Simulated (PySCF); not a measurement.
C₂H₆Cl₂Sn. Atoms are numbered in the order given.

```xyz
11

Sn     0.5368     0.1736     0.0000
Cl    -0.7039     0.8728    -1.8979
Cl    -0.7039     0.8728     1.8979
C      0.4738    -1.9882     0.0000
C     -0.9667    -2.4953     0.0000
H      2.0046     1.0616     0.0000
H      1.0332    -2.3153     0.8905
H      1.0332    -2.3153    -0.8905
H     -0.9919    -3.5975     0.0000
H     -1.5138    -2.1452     0.8890
H     -1.5138    -2.1452    -0.8890
```
Charge 0, spin multiplicity 1.

The structure is a stationary point at B3LYP-D3(BJ)/def2-SVP. The structure was generated by enumeration; whether it is a known compound was not checked. The def2 effective core potentials stand for the cores of Sn; spin–orbit coupling is left out. One conformer was computed; it need not be the lowest.

The numbers are results of C-PCM-M06-2X/def2-SVP (PySCF), not measurements.

The values are the electrostatic part of the solvation free energy, E(continuum) − E(gas) at the gas-phase geometry, in a cavity of scaled van der Waals radii (PySCF's table); cavitation and dispersion terms are not included. A continuum can't describe solvent molecules that bind to the metal. In vacuum the orbital gap is 9.47 eV. The dipole moment in vacuum is 3.71 D.

```json
[
 {"solvent": "water", "ε": "78.36", "ΔG(elec) (kcal/mol)": "-5.4", "dipole (D)": "4.89", "gap (eV)": "9.34"},
 {"solvent": "dichloromethane", "ε": "8.93", "ΔG(elec) (kcal/mol)": "-4.8", "dipole (D)": "4.74", "gap (eV)": "9.36"},
 {"solvent": "dimethylsulfoxide", "ε": "46.83", "ΔG(elec) (kcal/mol)": "-5.4", "dipole (D)": "4.88", "gap (eV)": "9.34"}
]
```
